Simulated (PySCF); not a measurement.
## Ionising BiF

UHF-CCSD(T); Bi cc-pVDZ-PP with ECP60, F cc-pVDZ; scalar-relativistic core potentials (PySCF 2.14). Neutral (UHF): triplet (π ↑↑), Re = 2.059 Å, ωe = 561 cm⁻¹, De = 2.88 eV.

BiF⁺ (UHF): doublet (π ↑), Re = 1.997 Å, ωe = 643 cm⁻¹. The energies at the minima are -313.30043 hartree for BiF and -312.99618 for BiF⁺.

Work out the adiabatic ionisation energy, without and with harmonic zero-point energies (1 hartree = 27.2114 eV, 1 eV = 8065.5 cm⁻¹), and the change of the bond length.

At UHF-CCSD(T): 0.30425 hartree = 8.279 eV between the minima; the zero-point term (643.0 − 561.0)/2 cm⁻¹ = +0.005 eV makes it 8.284 eV. Re changes by -6.2 pm against the neutral. The electron leaves a π orbital, and the shorter bond of the ion fits an antibonding orbital, or a change in how ionic the bond is.

Correlated steps freeze 5 core orbitals. Correlated levels converge slowly with the basis: in double zeta they bind strong bonds too weakly, by up to about 1 eV, and carry superposition errors of some tenths. These are scalar-relativistic numbers at best; spin–orbit coupling would shift them, the dissociation energy most. States were picked by a PBE0 search and need not be the measured ground states.
